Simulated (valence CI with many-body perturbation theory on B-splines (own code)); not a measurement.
**Dy43+: input, log and results**

Computed by relativistic CI+MBPT: five valence electrons over a frozen Dirac-Fock core [Ar], radial functions for each j: 7 s, 7 p, 8 d, 6 f, 4 g, 1 h, with the one-electron correlation potential Σ1 (screened to all orders), the two-electron term Σ2, the three-electron term Σ3, Breit, model QED; selected single and double excitations, second order for the rest, scaled by the run's own slope (own B-spline code, finite nucleus).

Command, and the settings that its task file holds:

```sh
python run_cv.py task.json out
```

```
atom Dy  Z=66  mass_number=164  rms_radius_fm=5.2218
core [Ar]
valence 3d5
avg = 1
basis = M
beyond = 1
breit = 1
cap = 32000
capref = 2200
cscale = 1
de = 0.0
dress = 0
eps = 2e-08
extrap = 1
h = 0.27
hh = 1
l2 = 3
lcore = 6
maxit = 60
n2 = 5
natural = 1
nlev = 190
nno = [4, 4, 5, 4, 3, 1]
nroot = 40
nsp = [3, 3, 3, 2, 1, 0]
pt2 = 1
qed = 1
rpa = 1
s1 = 1
s2 = 1
s3 = 1
screen = 1
tol = 2e-05
whole = 1
```

Question: Roughly how long does this run take on one core of Intel(R) Xeon(R) Processor @ 2.30GHz, and how much memory?

Answer: 53 s on 1 thread of Intel(R) Xeon(R) Processor @ 2.30GHz (shared host), peak memory 1.2 GiB.

Log. The first blocks belong to the next ion, which gives the ionisation energy. Fields: 2J, parity (1 odd), roots, reference size, generating configurations, candidates as configurations/state functions, variational space P, stored matrix elements, Davidson steps; e2 is the range of second-order energies in hartree. The first line gives the box (bohr), its intervals, the orbitals and the steps of their self-consistent field. Window is the range of levels sought, series limit the energy at which the first omitted orbital would enter, core excitation an estimate of the first excitation out of the core, left out the lowest levels not solved, and shifts from estimates the range by which levels moved from their first estimate, all in cm⁻¹.

```
rmax 2.6 intervals 56 orbitals 59 references ['3d5', '3d4 4s', '3d4 4p'] scf 4 t 0.7
2J=0 par=0 roots 2 ref 17 generators 4 cand 2409/4463 P 1572/2924 nnz 1.7e+06 it 4
2J=0 par=0 roots 2 ref 17 generators 4 cand 850/1556 P 1944/3662 nnz 2.7e+06 it 3
   second order: generators 7 cand 3688/9375 e2 -0.00002 -0.00001
reference levels 1767, estimated 37, window 1395278 1/cm; series limit 21466345, core excitation 2135905
2J=5 par=0 roots 10 ref 152 generators 5 cand 3264/42477 P 458/6398 nnz 8.9e+06 it 5
2J=5 par=0 roots 10 ref 152 generators 5 cand 3013/38694 P 2029/27347 nnz 1.4e+08 it 8
   second order: generators 7 cand 5618/166994 e2 -0.00062 -0.00034
2J=7 par=0 roots 7 ref 137 generators 3 cand 3250/44986 P 358/6393 nnz 1e+07 it 5
2J=7 par=0 roots 7 ref 137 generators 3 cand 3059/41215 P 1555/24996 nnz 1.3e+08 it 7
   second order: generators 5 cand 7663/269588 e2 -0.00099 -0.00074
2J=3 par=0 roots 7 ref 127 generators 3 cand 3222/32813 P 494/6397 nnz 9.7e+06 it 5
2J=3 par=0 roots 7 ref 127 generators 3 cand 2947/29030 P 2327/25949 nnz 1.3e+08 it 7
   second order: generators 8 cand 8483/215280 e2 -0.00017 -0.00013
2J=11 par=0 roots 3 ref 67 generators 3 cand 2929/33700 P 483/6388 nnz 1e+07 it 4
2J=11 par=0 roots 3 ref 67 generators 3 cand 2657/29866 P 2073/25393 nnz 1.3e+08 it 5
   second order: generators 3 cand 1067/10861 e2 -0.00017 -0.00015
2J=9 par=0 roots 5 ref 107 generators 3 cand 3146/41426 P 400/6396 nnz 1e+07 it 5
2J=9 par=0 roots 5 ref 107 generators 3 cand 2919/37627 P 1684/25158 nnz 1.3e+08 it 6
   second order: generators 3 cand 1635/18865 e2 -0.00075 -0.00044
2J=1 par=0 roots 4 ref 74 generators 3 cand 2957/16966 P 883/6400 nnz 9.2e+06 it 5
2J=1 par=0 roots 4 ref 74 generators 3 cand 2419/13139 P 2811/17624 nnz 5.9e+07 it 7
   second order: generators 3 cand 491/1915 e2 -0.00001 -0.00001
2J=13 par=0 roots 1 ref 35 generators 1 cand 2250/23667 P 531/6393 nnz 1.3e+07 it 4
2J=13 par=0 roots 1 ref 35 generators 1 cand 1955/19805 P 1776/19589 nnz 9.3e+07 it 5
   second order: generators 1 cand 710/6609 e2 -0.00003 -0.00003
left out: unestimated 10940127, estimated none, shifts from estimates -472 to 384
operators 1.2
```

The Davidson iterations converged.

No measured spectrum was set against this ion. As an estimate, large intervals hold to a few tenths of a per cent, small ones and those within an open d or f shell to about a per cent. Among the levels kept, up to 250 cm⁻¹ of a level comes from second order outside the variational space, and about a tenth of that is noise between levels of different J, which matters for small intervals. Only levels of the ground parity were solved; by the run's estimate the other parity begins above the list, which can be wrong where configurations are misplaced.

- Valence energy: -683.6475 hartree
- Ionisation energy: 3444.8 eV (NIST: 3445 ± 4 eV (theoretical))
- Reference configurations for the orbitals: 3d5, 3d4 4s, 3d4 4p
- Radial orbitals: 59
- Box radius: 2.605 bohr
- Largest variational space: 27347
- Lowest levels: (3d3/2^4 3d5/2) J=5/2 0, (3d3/2^3 3d5/2^2) J=5/2 [a] 244900, (3d3/2^3 3d5/2^2) J=7/2 [a] 329710, (3d3/2^3 3d5/2^2) J=3/2 [a] 339910, (3d3/2^3 3d5/2^2) J=11/2 340690, (3d3/2^3 3d5/2^2) J=9/2 374700, (3d3/2^3 3d5/2^2) J=5/2 [b] 395640, (3d3/2^3 3d5/2^2) J=1/2 412230, (3d3/2^3 3d5/2^2) J=7/2 [b] 431600, (3d3/2^3 3d5/2^2) J=3/2 [b] 530470, (3d3/2^2 3d5/2^3) J=5/2 [a] 570400, (3d3/2^2 3d5/2^3) J=7/2 [a] 625130, (3d3/2^2 3d5/2^3) J=11/2 630840, (3d3/2^2 3d5/2^3) J=9/2 [a] 645110 cm⁻¹

Levels are named by their leading jj configuration (3d3/2^4 stands for four electrons in 3d with j = 3/2), which in mixed levels can hold well under half, so a name can repeat and another be missing. Letters in brackets count levels of one name in rising energy.
